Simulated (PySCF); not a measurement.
C₅H₆ClNSi.
Structure used (GFN2-xTB), in Å, numbered top down from 1:
```xyz
14
C5H6ClNSi angstrom
N     -1.446   -2.593   -0.311
C     -0.906   -1.593   -0.168
C     -0.265   -0.331    0.005
Si    -1.524    1.105   -0.214
C      0.589   -0.227    1.252
C      1.711   -0.073    0.552
Cl     3.347    0.194    0.957
C      1.066   -0.175   -0.798
H     -2.554    0.955    0.811
H     -0.753    2.334   -0.037
H     -2.081    1.002   -1.561
H      0.338   -0.272    2.293
H      1.348   -1.047   -1.385
H      1.130    0.719   -1.417
```

Probes without a nucleus sit at each ring's centroid and 1 Å off its mean plane on both sides; NICS is minus the shielding there, NICSzz its component along the normal. Level: GIAO PBE0/pcSseg-1 (PySCF, non-relativistic, gas phase) on the GFN2-xTB geometry, one conformer.

Ring bond lengths (Å), with Mayer bond orders in brackets: C3–C5 1.515 (0.98), C5–C6 1.331 (1.66), C6–C8 1.500 (1.00), C8–C3 1.562 (0.95).

**Question.** Give the NICS values of each ring in ppm.

**Answer.** 
```csv
ring,type,NICS(0),"NICS(1), two faces","NICS(1)zz, two faces",rms pucker (Å),"centre to ring atoms, mean (Å)"
C3–C5–C6–C8,"4-membered carbocycle; formal bonds 1 double, 3 single",-5.0,-2.1 / -3.9,0.0 / -2.7,0.01,1.04
```

**Question.** What can be read from them?

**Answer.** 
- C3–C5–C6–C8: mean NICS(1)zz -1.4 ppm, near zero. C3, C8 have four or more neighbours; no verdict on aromaticity is drawn.

**Question.** At the first NICS(1) probe listed for ring C3–C5–C6–C8, 1 Å off the ring, what do the in-plane components average?

**Answer.** The isotropic value is a third of the trace: (3 × -2.1 − (0.0))/2 = -3.2 ppm.

**Question.** How shielded are the nuclei of the rings and their hydrogens (means over atoms taken as equivalent)?

**Answer.** 
```
atoms                  environment  σ isotropic (ppm)  principal values of the symmetric part, first atom (ppm)
   C3  sp3 carbon bound to silicon              167.0                                       154.5, 163.3, 183.2
   C5             alkene CH carbon               46.1                                        -52.2, 63.8, 126.7
   C6          vinylic C–Cl carbon               40.8                                        -57.6, 60.8, 119.0
   C8               allylic carbon              137.7                                       122.9, 132.4, 157.6
  H12             vinylic hydrogen              25.67                                          24.0, 25.2, 27.8
  H13           methylene hydrogen              28.52                                          25.6, 27.5, 32.5
  H14           methylene hydrogen              28.83                                          25.3, 28.6, 32.5
```

The run took 62 s on an Intel Xeon at 2.50 GHz with one thread, shared host with 64 logical CPUs at a one-minute load of 62, and the process peaked at 0.82 GiB of memory. This is the whole shielding run at PBE0/pcSseg-1, SCF included.
